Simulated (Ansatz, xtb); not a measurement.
# Two isomers of BGe2H9Si

Structure I is `B[SiH]([GeH3])[GeH3]`, a singlet and structure II is `[BH2][Ge@@H]([SiH3])[GeH3]`, a singlet. Both are isolated molecules in the gas phase, relaxed with PBE-D3(BJ)/def2-SVP; the shapes shown needn't be the lowest conformers.

I (Å):

```xyz
13

B     2.1035   -2.1044    0.0426
Ge    0.6751    1.0112    0.5543
Ge    0.5459   -0.5639   -2.9009
Si    1.9380   -0.3912   -0.9527
H     1.0992   -2.7646    0.2356
H     3.1520   -2.4917    0.5214
H     3.2169    0.3340   -1.2891
H     1.3990    1.1982    1.9142
H     0.4754    2.4083   -0.0938
H    -0.7172    0.3790    0.8156
H     0.2791    0.8427   -3.5016
H    -0.8131   -1.2005   -2.5060
H     1.2047   -1.4459   -3.9954
```

II (Å):

```xyz
13

B     3.1218   -1.0662   -0.0819
Ge    1.2050   -1.1834   -0.7658
Ge    1.1540    0.1121   -2.8561
Si   -0.3561   -0.0113    0.6289
H     3.5532    0.0210    0.2507
H     3.8532   -2.0354   -0.0351
H     0.6724   -2.6090   -1.0870
H     0.1189    1.4064    0.8019
H    -1.7166    0.0054   -0.0153
H    -0.4736   -0.6527    1.9858
H     1.5797    1.5764   -2.5699
H    -0.2900    0.1129   -3.4268
H     2.1092   -0.4861   -3.9229
```

Problem. Estimate E(II) − E(I) at the level CCSD(T)/def2-SVP + ΔMP2/def2-TZVPP.

Solution. Calculated at CCSD(T)/def2-SVP + ΔMP2/def2-TZVPP: E(II) − E(I) = −5.8 kcal/mol, so structure II lies lower.

The same difference at several levels:

```csv
level,geometry,E(II) − E(I) (kcal/mol),departure from the last row (kcal/mol),"job, with rough time for the two"
GFN2-xTB,GFN2-xTB,−13.0,−7.1,"optimisation, 0.61 s"
HF/STO-3G,GFN2-xTB,−6.1,−0.2,"single point, 2 s"
r2SCAN-D4/def2-SVP,GFN2-xTB,−7.1,−1.2,"single point, 13 s"
PBE-D3(BJ)/def2-SVP,PBE-D3(BJ)/def2-SVP,−3.0,+2.9,"optimisation, 2.1 min"
HF/def2-SVP,PBE-D3(BJ)/def2-SVP,−4.9,+0.9,part of the CCSD(T) run
MP2/def2-SVP,PBE-D3(BJ)/def2-SVP,−5.0,+0.9,part of the CCSD(T) run
CCSD(T)/def2-SVP,PBE-D3(BJ)/def2-SVP,−4.1,+1.7,single point
CCSD(T)/def2-SVP + ΔMP2/def2-TZVPP,PBE-D3(BJ)/def2-SVP,−5.8,,"single point, 4.1 min"
```

As drawn, II has 1 B–Ge, 1 Ge–Ge, 2 Si–H in place of 1 B–Si, 1 Ge–Si, 2 Ge–H.

The levels shown agree on the order. The largest departure from CCSD(T)/def2-SVP + ΔMP2/def2-TZVPP is that of GFN2-xTB, 7.1 kcal/mol. The last row adds to CCSD(T) the change of the MP2 difference between the two basis sets, here −1.7 kcal/mol.

With thermal terms from frequencies at re-optimised GFN2-xTB minima (ideal gas, soft modes damped towards free rotors, one conformer each, 298.15 K, 1 atm): the zero-point term adds +0.4 kcal/mol; ΔH is −5.5 and ΔG −5.3 kcal/mol.

The correlated steps freeze 24 core orbitals; the filled d shell of Ge is correlated, in a basis made for valence electrons. Mirror images aren't counted in ΔG. Run with Ansatz 0.2.0, xtb 6.7.1; the last row on 2 threads of AMD EPYC (Zen 3) on a shared host.
